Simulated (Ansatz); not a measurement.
Job for Ansatz (a quantum-chemistry and plane-wave program): R-CCSD(T)/cc-pVDZ on CHF (SMILES [CH]F).

Ansatz 0.2 input:
```yaml
crystal:
  periodic: [false, false, false]
  atoms:
    - {symbol: C, position_ang: [-0.57409467, 0.44276843, 0.00000000]}
    - {symbol: F, position_ang: [0.53400168, -0.25530897, 0.00000000]}
    - {symbol: H, position_ang: [-1.36144715, -0.35882978, 0.00000000]}
basis:
  gaussian:
    orbitals: cc-pVDZ
magnetization: {spin_polarized: false}
correlation: {method: ccsd_t, electrons: outside_noble_gas}
accuracy: high
relax: {f_tol: 0.0005, max_steps: 60}
scf: {lower_state_search: off}
output: {forces: true}
```

The log:

```
WARN ansatz: RAYON_NUM_THREADS=1 ignored (pool sized by the plan → 1); use --threads N
Functional definition: HF
these checks for a lower state are left out or cut short: starts, cluster_reference, orbital_swaps, neighbouring_geometries, increment
integrals: 0.01 GiB planned
677 factors; integrals over basis functions are off by at most 1.8e-9 eV
mean field: 0.06 GiB planned
mean field evaluation 1: about -3748.0065 eV, gradient 1.8e1 eV
mean field evaluation 2: about -3748.0068 eV, gradient 1.8e1 eV
mean field evaluation 4: about -3748.7579 eV, gradient 2.3e0 eV
mean field evaluation 8: about -3748.7791 eV, gradient 3.6e-2 eV
mean field -3748.77914448 eV, -137.7650925459 hartree, gradient 2.5e-8 eV, S^2 0.000000; 0 other end points of the search recorded, 0 dependent functions left out; unrestricted orbitals would lower it
2 core orbitals not correlated
reference -3748.77914448 eV, -137.7650925459 hartree; 6, 6 occupied and 25, 25 virtual orbitals, 677 factors
densities: 0.08 GiB planned
second order -8.09980077 eV of doubles, -0.00000000 eV of singles
coupled cluster: 0.07 GiB planned
cycle   1  -8.31822069 eV  change   -2.2e-1 eV  update   8.5e-2
cycle   2  -8.59164312 eV  change   -2.7e-1 eV  update   3.0e-2
cycle   3  -8.69769737 eV  change   -1.1e-1 eV  update   2.0e-2
cycle   4  -8.68784867 eV  change    9.8e-3 eV  update   5.8e-3
cycle   5  -8.68919290 eV  change   -1.3e-3 eV  update   2.1e-3
cycle   6  -8.69013836 eV  change   -9.5e-4 eV  update   8.2e-4
cycle   7  -8.68983591 eV  change    3.0e-4 eV  update   3.6e-4
cycle   8  -8.68999267 eV  change   -1.6e-4 eV  update   1.4e-4
cycle   9  -8.69006337 eV  change   -7.1e-5 eV  update   4.7e-5
cycle  10  -8.69003811 eV  change    2.5e-5 eV  update   1.6e-5
cycle  11  -8.69004998 eV  change   -1.2e-5 eV  update   5.8e-6
cycle  12  -8.69005073 eV  change   -7.5e-7 eV  update   1.8e-6
cycle  13  -8.69005225 eV  change   -1.5e-6 eV  update   8.1e-7
cycle  14  -8.69005263 eV  change   -3.9e-7 eV  update   2.5e-7
cycle  15  -8.69005244 eV  change    2.0e-7 eV  update   9.0e-8
cycle  16  -8.69005242 eV  change    2.1e-8 eV  update   3.2e-8
cycle  17  -8.69005180 eV  change    6.2e-7 eV  update   1.0e-7
cycle  18  -8.69005175 eV  change    4.6e-8 eV  update   4.2e-8
cycle  19  -8.69005170 eV  change    5.0e-8 eV  update   1.5e-8
cycle  20  -8.69005170 eV  change    7.6e-9 eV  update   6.5e-9
cycle  21  -8.69005170 eV  change   -5.8e-9 eV  update   2.2e-9
cycle  22  -8.69005170 eV  change   -1.1e-9 eV  update  6.2e-10
perturbative correction -0.20885642 eV, -0.0076753320 hartree
the calculation of the forces begins
relax step   1: F+E_penalty+E_count = -3757.67805261 eV  Δ(F+E_penalty+E_count) = +0.000e0 eV  max|allowed force component| = 6.730e-1 eV/Å  Δτ_max = 0.0000 Å  (35 SCF iters, accepted)
these checks for a lower state are left out or cut short: starts, cluster_reference, orbital_swaps, neighbouring_geometries, increment
integrals: 0.01 GiB planned
677 factors; integrals over basis functions are off by at most 1.8e-9 eV
mean field: 0.06 GiB planned
mean field evaluation 16: about -3748.7658 eV, gradient 6.9e-1 eV
mean field -3748.76748731 eV, -137.7646641529 hartree, gradient 4.3e-8 eV, S^2 0.000000; 0 other end points of the search recorded, 0 dependent functions left out; unrestricted orbitals would lower it
2 core orbitals not correlated
reference -3748.76748731 eV, -137.7646641529 hartree; 6, 6 occupied and 25, 25 virtual orbitals, 677 factors
densities: 0.08 GiB planned
second order -8.11321167 eV of doubles, -0.00000000 eV of singles
coupled cluster: 0.07 GiB planned
cycle   1  -8.33003493 eV  change   -2.2e-1 eV  update   8.6e-2
cycle   2  -8.60614982 eV  change   -2.8e-1 eV  update   3.0e-2
cycle   3  -8.71407570 eV  change   -1.1e-1 eV  update   2.0e-2
cycle   4  -8.70424673 eV  change    9.8e-3 eV  update   5.9e-3
cycle   5  -8.70553758 eV  change   -1.3e-3 eV  update   2.1e-3
cycle   6  -8.70649747 eV  change   -9.6e-4 eV  update   8.2e-4
cycle   7  -8.70618076 eV  change    3.2e-4 eV  update   3.5e-4
cycle   8  -8.70633288 eV  change   -1.5e-4 eV  update   1.4e-4
cycle   9  -8.70640614 eV  change   -7.3e-5 eV  update   4.8e-5
cycle  10  -8.70637983 eV  change    2.6e-5 eV  update   1.7e-5
cycle  11  -8.70639190 eV  change   -1.2e-5 eV  update   6.1e-6
cycle  12  -8.70639292 eV  change   -1.0e-6 eV  update   1.9e-6
cycle  13  -8.70639473 eV  change   -1.8e-6 eV  update   8.4e-7
cycle  14  -8.70639506 eV  change   -3.3e-7 eV  update   2.6e-7
cycle  15  -8.70639495 eV  change    1.1e-7 eV  update   8.9e-8
cycle  16  -8.706394
[...]
ould lower it
2 core orbitals not correlated
reference -3748.75717646 eV, -137.7642852362 hartree; 6, 6 occupied and 25, 25 virtual orbitals, 677 factors
densities: 0.08 GiB planned
second order -8.12162061 eV of doubles, -0.00000000 eV of singles
coupled cluster: 0.07 GiB planned
cycle   1  -8.33705603 eV  change   -2.2e-1 eV  update   8.6e-2
cycle   2  -8.61497238 eV  change   -2.8e-1 eV  update   3.0e-2
cycle   3  -8.72421585 eV  change   -1.1e-1 eV  update   2.0e-2
cycle   4  -8.71438927 eV  change    9.8e-3 eV  update   5.9e-3
cycle   5  -8.71563786 eV  change   -1.2e-3 eV  update   2.1e-3
cycle   6  -8.71661284 eV  change   -9.7e-4 eV  update   8.1e-4
cycle   7  -8.71628492 eV  change    3.3e-4 eV  update   3.5e-4
cycle   8  -8.71643492 eV  change   -1.5e-4 eV  update   1.4e-4
cycle   9  -8.71650790 eV  change   -7.3e-5 eV  update   4.9e-5
cycle  10  -8.71648200 eV  change    2.6e-5 eV  update   1.7e-5
cycle  11  -8.71649417 eV  change   -1.2e-5 eV  update   6.3e-6
cycle  12  -8.71649540 eV  change   -1.2e-6 eV  update   2.0e-6
cycle  13  -8.71649721 eV  change   -1.8e-6 eV  update   8.7e-7
cycle  14  -8.71649751 eV  change   -3.0e-7 eV  update   2.6e-7
cycle  15  -8.71649733 eV  change    1.9e-7 eV  update   1.0e-7
cycle  16  -8.71649735 eV  change   -2.4e-8 eV  update   3.5e-8
cycle  17  -8.71649732 eV  change    3.0e-8 eV  update   2.3e-8
cycle  18  -8.71649692 eV  change    4.0e-7 eV  update   7.5e-8
cycle  19  -8.71649689 eV  change    3.5e-8 eV  update   2.2e-8
cycle  20  -8.71649687 eV  change    1.8e-8 eV  update   7.4e-9
cycle  21  -8.71649687 eV  change   -2.4e-9 eV  update   2.8e-9
cycle  22  -8.71649687 eV  change   -1.5e-9 eV  update  8.8e-10
cycle  23  -8.71649687 eV  change  -3.6e-10 eV  update  2.9e-10
perturbative correction -0.21229309 eV, -0.0078016273 hartree
the calculation of the forces begins
relax step   3: F+E_penalty+E_count = -3757.68596643 eV  Δ(F+E_penalty+E_count) = -1.178e-3 eV  max|allowed force component| = 1.199e-2 eV/Å  Δτ_max = 0.0036 Å  (37 SCF iters, accepted)
these checks for a lower state are left out or cut short: starts, cluster_reference, orbital_swaps, neighbouring_geometries, increment
integrals: 0.01 GiB planned
677 factors; integrals over basis functions are off by at most 1.8e-9 eV
mean field: 0.06 GiB planned
mean field -3748.75674656 eV, -137.7642694376 hartree, gradient 2.9e-8 eV, S^2 0.000000; 0 other end points of the search recorded, 0 dependent functions left out; unrestricted orbitals would lower it
2 core orbitals not correlated
reference -3748.75674656 eV, -137.7642694376 hartree; 6, 6 occupied and 25, 25 virtual orbitals, 677 factors
densities: 0.08 GiB planned
second order -8.12194358 eV of doubles, -0.00000000 eV of singles
coupled cluster: 0.07 GiB planned
cycle   1  -8.33726893 eV  change   -2.2e-1 eV  update   8.6e-2
cycle   2  -8.61526971 eV  change   -2.8e-1 eV  update   3.0e-2
cycle   3  -8.72458422 eV  change   -1.1e-1 eV  update   2.0e-2
cycle   4  -8.71475697 eV  change    9.8e-3 eV  update   5.9e-3
cycle   5  -8.71600237 eV  change   -1.2e-3 eV  update   2.1e-3
cycle   6  -8.71697964 eV  change   -9.8e-4 eV  update   8.1e-4
cycle   7  -8.71665013 eV  change    3.3e-4 eV  update   3.5e-4
cycle   8  -8.71680024 eV  change   -1.5e-4 eV  update   1.4e-4
cycle   9  -8.71687388 eV  change   -7.4e-5 eV  update   4.9e-5
cycle  10  -8.71684767 eV  change    2.6e-5 eV  update   1.7e-5
cycle  11  -8.71686005 eV  change   -1.2e-5 eV  update   6.3e-6
cycle  12  -8.71686102 eV  change   -9.7e-7 eV  update   2.0e-6
cycle  13  -8.71686301 eV  change   -2.0e-6 eV  update   8.9e-7
cycle  14  -8.71686334 eV  change   -3.3e-7 eV  update   2.7e-7
cycle  15  -8.71686323 eV  change    1.2e-7 eV  update   1.0e-7
cycle  16  -8.71686323 eV  change   -4.7e-9 eV  update   3.1e-8
cycle  17  -8.71686272 eV  change    5.1e-7 eV  update   8.5e-8
cycle  18  -8.71686270 eV  change    2.5e-8 eV  update   3.0e-8
cycle  19  -8.71686267 eV  change    2.9e-8 eV  update   1.2e-8
cycle  20  -8.71686267 eV  change   -1.7e-9 eV  update   4.8e-9
cycle  21  -8.71686267 eV  change   -2.0e-9 eV  update   1.2e-9
cycle  22  -8.71686267 eV  change  -6.4e-10 eV  update  3.8e-10
perturbative correction -0.21236005 eV, -0.0078040880 hartree
the calculation of the forces begins
relax step   4: F+E_penalty+E_count = -3757.68596929 eV  Δ(F+E_penalty+E_count) = -2.858e-6 eV  max|allowed force component| = 1.082e-3 eV/Å  Δτ_max = 0.0002 Å  (30 SCF iters, accepted)
these checks for a lower state are left out or cut short: starts, cluster_reference, orbital_swaps, neighbouring_geometries, increment
integrals: 0.01 GiB planned
677 factors; integrals over basis functions are off by at most 1.8e-9 eV
mean field: 0.06 GiB planned
mean field -3748.75674082 eV, -137.7642692266 hartree, gradient 1.5e-8 eV, S^2 0.000000; 0 other end points of the search recorded, 0 dependent functions left out; unrestricted orbitals would lower it
2 core orbitals not correlated
reference -3748.75674082 eV, -137.7642692266 hartree; 6, 6 occupied and 25, 25 virtual orbitals, 677 factors
densities: 0.08 GiB planned
second order -8.12194973 eV of doubles, -0.00000000 eV of singles
coupled cluster: 0.07 GiB planned
cycle   1  -8.33726774 eV  change   -2.2e-1 eV  update   8.6e-2
cycle   2  -8.61527140 eV  change   -2.8e-1 eV  update   3.0e-2
cycle   3  -8.72458876 eV  change   -1.1e-1 eV  update   2.0e-2
cycle   4  -8.71476102 eV  change    9.8e-3 eV  update   5.9e-3
cycle   5  -8.71600559 eV  change   -1.2e-3 eV  update   2.1e-3
cycle   6  -8.71698319 eV  change   -9.8e-4 eV  update   8.1e-4
cycle   7  -8.71665361 eV  change    3.3e-4 eV  update   3.5e-4
cycle   8  -8.71680415 eV  change   -1.5e-4 eV  update   1.4e-4
cycle   9  -8.71687731 eV  change   -7.3e-5 eV  update   4.9e-5
cycle  10  -8.71685138 eV  change    2.6e-5 eV  update   1.7e-5
cycle  11  -8.71686363 eV  change   -1.2e-5 eV  update   6.3e-6
cycle  12  -8.71686459 eV  change   -9.6e-7 eV  update   2.0e-6
cycle  13  -8.71686654 eV  change   -1.9e-6 eV  update   9.0e-7
cycle  14  -8.71686685 eV  change   -3.1e-7 eV  update   2.6e-7
cycle  15  -8.71686682 eV  change    2.4e-8 eV  update   1.0e-7
cycle  16  -8.71686681 eV  change    1.8e-8 eV  update   3.5e-8
cycle  17  -8.71686680 eV  change    4.2e-9 eV  update   2.7e-8
cycle  18  -8.71686643 eV  change    3.7e-7 eV  update   8.2e-8
cycle  19  -8.71686639 eV  change    3.3e-8 eV  update   2.6e-8
cycle  20  -8.71686637 eV  change    2.4e-8 eV  update   1.1e-8
cycle  21  -8.71686637 eV  change    3.0e-9 eV  update   5.7e-9
cycle  22  -8.71686637 eV  change   3.0e-10 eV  update   3.5e-9
cycle  23  -8.71686637 eV  change  -1.2e-10 eV  update   1.6e-9
cycle  24  -8.71686637 eV  change   1.3e-10 eV  update  6.8e-10
perturbative correction -0.21236213 eV, -0.0078041642 hartree
the calculation of the forces begins
relax step   5: F+E_penalty+E_count = -3757.68596932 eV  Δ(F+E_penalty+E_count) = -2.765e-8 eV  max|allowed force component| = 9.109e-5 eV/Å  Δτ_max = 0.0000 Å  (27 SCF iters, accepted)
Total energy: -3757.68596932 eV, -138.0924123213 hartree
Atom 0 at    -0.572952     0.451769    -0.000000 Å, force    -0.000085    -0.000091    -0.000000 eV/Å
Atom 1 at     0.542092    -0.258143    -0.000000 Å, force     0.000045     0.000004     0.000000 eV/Å
Atom 2 at    -1.370680    -0.364996     0.000000 Å, force     0.000039     0.000087     0.000000 eV/Å
Dipole moment:    -0.129550    -0.241097     0.000000 e Å
Checks for a lower state left out: starts, cluster_reference, orbital_swaps, neighbouring_geometries, increment
```

Self-consistency was reached.

Cost: very roughly 9 core-seconds.
